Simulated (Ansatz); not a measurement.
N-butyl-N-methylpyrrolidinium chloride, `CCCC[N+]1(C)CCCC1.[Cl-]`. Total charge 0; triplet. Geometry r2SCAN-D4/def2-SVP, that of the neutral singlet; atoms count from 1.

Cartesian coordinates in Å:
```
C -1.3027 -2.8088 -2.8874
C -0.6580 -1.4665 -2.5677
C -0.6120 -1.1738 -1.0665
C -0.0216 0.2009 -0.8245
N 0.2051 0.5566 0.6267
C -1.0818 0.4617 1.3936
C 0.7287 1.9801 0.7095
C 1.3394 2.0773 2.1024
C 1.7496 0.6267 2.4756
C 1.2922 -0.2369 1.2940
H -0.7575 -3.6406 -2.4098
H -1.3175 -2.9990 -3.9718
H -2.3447 -2.8450 -2.5288
H 0.3683 -1.4350 -2.9789
H -1.2125 -0.6522 -3.0673
H -0.0348 -1.9695 -0.5556
H -1.6421 -1.2132 -0.6731
H -0.7071 1.0057 -1.1855
H 0.9649 0.2985 -1.3081
H -1.8022 1.1247 0.8576
H -0.9076 0.8159 2.4168
H -1.3995 -0.5876 1.4153
H 1.4969 2.0549 -0.0759
H -0.1242 2.6429 0.4395
H 0.6162 2.4818 2.8266
H 2.1963 2.7659 2.0968
H 2.8342 0.5191 2.6231
H 1.2700 0.3038 3.4119
H 0.9104 -1.2293 1.5698
H 2.0905 -0.3604 0.5458
Cl -2.1366 2.7013 -0.7042
```

At PBE0-D4/def2-SVP a singlet of charge 0 lies 6.01 eV below the triplet at the same geometry.

Estimate the Mulliken populations of the heavy atoms from the PBE0/def2-SVP orbitals of Ansatz.


```json
{"atom": "C1", "charge (e)": "-0.06", "spin (α − β)": "0.00"}
{"atom": "C2", "charge (e)": "-0.13", "spin (α − β)": "0.01"}
{"atom": "C3", "charge (e)": "-0.05", "spin (α − β)": "-0.02"}
{"atom": "C4", "charge (e)": "0.10", "spin (α − β)": "0.05"}
{"atom": "N5", "charge (e)": "-0.41", "spin (α − β)": "-0.03"}
{"atom": "C6", "charge (e)": "0.14", "spin (α − β)": "-0.02"}
{"atom": "C7", "charge (e)": "0.11", "spin (α − β)": "0.02"}
{"atom": "C8", "charge (e)": "0.01", "spin (α − β)": "-0.04"}
{"atom": "C9", "charge (e)": "-0.01", "spin (α − β)": "-0.02"}
{"atom": "C10", "charge (e)": "0.19", "spin (α − β)": "-0.04"}
{"atom": "Cl31", "charge (e)": "-0.01", "spin (α − β)": "0.89"}
```
Mulliken values depend strongly on the basis.

Where does the spin sit?

Summed by element: C -0.05, N -0.03, H 1.18, Cl 0.89, of 2 unpaired in all. Largest on single atoms: Cl31 0.89, H30 0.21, H19 0.17.

And the Mayer bond orders between heavy atoms (over 0.3)?

C1–C2 1.09 (1.52 Å); C2–C3 1.06 (1.53 Å); C3–C4 1.06 (1.52 Å); C4–N5 0.86 (1.51 Å); N5–C6 0.89 (1.50 Å); N5–C7 0.86 (1.52 Å); N5–C10 0.84 (1.50 Å); C7–C8 1.09 (1.52 Å); C8–C9 1.08 (1.55 Å); C9–C10 1.09 (1.53 Å).
